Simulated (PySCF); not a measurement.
Cl$_{4}$Ge, charge -1, doublet, geometry from GFN2-xTB (a state made from the parent by changing its charge; the spin is typed, not shown lowest); DF-CAMB3LYP/aug-cc-pVDZ (PySCF).

The PySCF input:
```python
from pyscf import gto, scf, dft
import numpy

mol = gto.M(
    atom='''
Cl   -0.73927498   -1.61454827   -1.82718074
Ge   -0.19848263   -0.16397815    0.08629560
Cl    2.05412351   -0.43159502    0.15916763
Cl   -0.31402701    1.86919085   -0.91572080
Cl   -0.62720716    0.48561719    2.42129515
''',
    basis='aug-cc-pvdz',
    charge=-1,
    spin=1,
    verbose=4,
)
print('smallest overlap eigenvalue', numpy.linalg.eigvalsh(mol.intor('int1e_ovlp'))[0])

mf = dft.UKS(mol)
mf.xc = 'camb3lyp'
mf = mf.density_fit(auxbasis='def2-universal-jkfit')
mf = scf.addons.remove_linear_dep_(mf, threshold=1e-3, lindep=1e-3)
mf.kernel()
```

Question: What does PySCF print? Leave out banner, timings and long lists.

Answer: 
```
PySCF version 2.14.0

[INPUT] verbose = 4
[INPUT] num. atoms = 5
[INPUT] num. electrons = 101
[INPUT] charge = -1
[INPUT] spin (= nelec alpha-beta = 2S) = 1
[INPUT] symmetry False subgroup None
[INPUT] Mole.unit = angstrom
[INPUT] Symbol           X                Y                Z      unit          X                Y                Z       unit  Magmom
[INPUT]  1 Cl    -0.739274980000  -1.614548270000  -1.827180740000 AA   -1.397027242943  -3.051054045190  -3.452871178680 Bohr   0.0
[INPUT]  2 Ge    -0.198482630000  -0.163978150000   0.086295600000 AA   -0.375077811183  -0.309873793913   0.163075049755 Bohr   0.0
[INPUT]  3 Cl     2.054123510000  -0.431595020000   0.159167630000 AA    3.881730859930  -0.815596384526   0.300783228596 Bohr   0.0
[INPUT]  4 Cl    -0.314027010000   1.869190850000  -0.915720800000 AA   -0.593425044616   3.532258781043  -1.730461518568 Bohr   0.0
[INPUT]  5 Cl    -0.627207160000   0.485617190000   2.421295150000 AA   -1.185249755766   0.917683490481   4.575584700238 Bohr   0.0

nuclear repulsion = 732.602410945266
number of shells = 41
number of NR pGTOs = 286
number of NR cGTOs = 144
basis = aug-cc-pvdz
ecp = {}
input.py:22: DeprecationWarning: remove_linear_dep_ is deprecated and will be removed in a future release. Linear dependency handling is now built into the SCF procedure by default. Linear dependency removal can be controlled using the following settings:
  pyscf.scf.hf.remove_overlap_zero_eigenvalue = True
  pyscf.scf.hf.overlap_zero_eigenvalue_threshold = 1e-6

  mf = scf.addons.remove_linear_dep_(mf, threshold=1e-3, lindep=1e-3)
smallest overlap eigenvalue 0.0023136725316659093
Applying remove_linear_dep_ on SCF object.
Using canonical orthogonalization with threshold 0.001

******** <class 'pyscf.df.df_jk.DFUKS'> ********
method = DFUKS
initial guess = minao
damping factor = 0
level_shift factor = 0
DIIS = <class 'pyscf.scf.diis.CDIIS'>
diis_start_cycle = 1
diis_space = 8
diis_damp = 0
SCF conv_tol = 1e-09
SCF conv_tol_grad = None
SCF max_cycles = 50
direct_scf = False
number electrons alpha = 51  beta = 50
XC library pyscf.dft.libxc version 7.1.2
    S. Lehtola, C. Steigemann, M. J. T. Oliveira, and M. A. L. Marques,  SoftwareX 7, 1–5 (2018)
XC functionals = camb3lyp
    T. Yanai, D. P. Tew, and N. C. Handy,  Chem. Phys. Lett. 393, 51 (2004)
radial grids:
    Treutler-Ahlrichs [JCP 102, 346 (1995); DOI:10.1063/1.469408] (M4) radial grids

becke partition: Becke, JCP 88, 2547 (1988); DOI:10.1063/1.454033
pruning grids: <function nwchem_prune>
grids dens level: 3
symmetrized grids: False
atomic radii adjust function: <function treutler_atomic_radii_adjust>
small_rho_cutoff = 0
Set gradient conv threshold to 3.16228e-05
tot grids = 96160
******** <class 'pyscf.df.df.DF'> ********
auxbasis = def2-universal-jkfit
Create RSH-DF object <pyscf.df.df.DF object> for omega=0.33
******** <class 'pyscf.df.df.DF'> ********
auxbasis = auxmol.basis = def2-universal-jkfit
init E= -3917.40589026383

cycle= 1 E= -3918.10455777192  delta_E= -0.699  |g|= 0.415  |ddm|=  1.4
cycle= 2 E= -3918.08627861276  delta_E= 0.0183  |g|= 0.48  |ddm|= 0.907
cycle= 3 E= -3918.21856164018  delta_E= -0.132  |g|= 0.035  |ddm|= 0.442
cycle= 4 E= -3918.21939186909  delta_E= -0.00083  |g|= 0.0122  |ddm|= 0.0528
cycle= 5 E= -3918.21958085628  delta_E= -0.000189  |g|= 0.00309  |ddm|= 0.0265
cycle= 6 E= -3918.21960954033  delta_E= -2.87e-05  |g|= 0.00125  |ddm|= 0.0149
cycle= 7 E= -3918.21961291158  delta_E= -3.37e-06  |g|= 0.000491  |ddm|= 0.00481
cycle= 8 E= -3918.2196135126  delta_E= -6.01e-07  |g|= 0.000179  |ddm|= 0.00209
cycle= 9 E= -3918.21961359135  delta_E= -7.87e-08  |g|= 9.17e-05  |ddm|= 0.000654
cycle= 10 E= -3918.21961360711  delta_E= -1.58e-08  |g|= 2.7e-05  |ddm|= 0.00028
cycle= 11 E= -3918.21961360887  delta_E= -1.76e-09  |g|= 1.13e-05  |ddm|= 9.79e-05
cycle= 12 E= -3918.21961360918  delta_E= -3.1e-10  |g|= 3.58e-06  |ddm|= 4.34e-05
Extra cycle  E= -3918.21961360919  delta_E= -1.27e-11  |g|= 2.38e-06  |ddm|= 9.42e-06
converged SCF energy = -3918.21961360919  <S^2> = 0.75751856  2S+1 = 2.0075045
```
